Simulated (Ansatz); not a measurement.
CH2F (SMILES [CH2]F) moved off its minimum; all values from Ansatz (a program for electronic structure), cores frozen in correlated methods. Open shells are unrestricted.
(charge 0, multiplicity 2)
```xyz
4

C     -0.70576     0.02003     0.21704
F      0.63444    -0.00154    -0.04587
H     -1.08324    -0.93614    -0.07214
H     -1.07981     1.11402     0.09553
```

| level | largest force (eV/Å) | on atom | rms difference from CCSD(T)/aug-cc-pVTZ (eV/Å) | dipole (D) |
|---|---|---|---|---|
| HF/def2-TZVPP | 3.14 | C1 | 0.392 | 1.74 |
| PBE/def2-TZVPP | 2.66 | C1 | 0.140 | 1.23 |
| r2SCAN/def2-TZVPP | 2.72 | C1 | 0.041 | 1.34 |
| B3LYP/def2-TZVPP | 2.70 | C1 | 0.039 | 1.39 |
| wB97M-V/def2-TZVPP | 2.79 | C1 | 0.111 | 1.38 |
| MP2/aug-cc-pVTZ | 2.72 | C1 | 0.076 | 1.46 |
| CCSD(T)/aug-cc-pVTZ | 2.67 | C1 | 0.000 | 1.42 |

The differences count from one level among others, with limits of its own. Forces at CCSD(T)/aug-cc-pVTZ (eV/Å):

```csv
atom,Fx,Fy,Fz
C1,1.100,2.399,-0.431
F2,-0.120,0.132,0.286
H3,-1.070,-0.105,-0.068
H4,0.090,-2.426,0.212
```
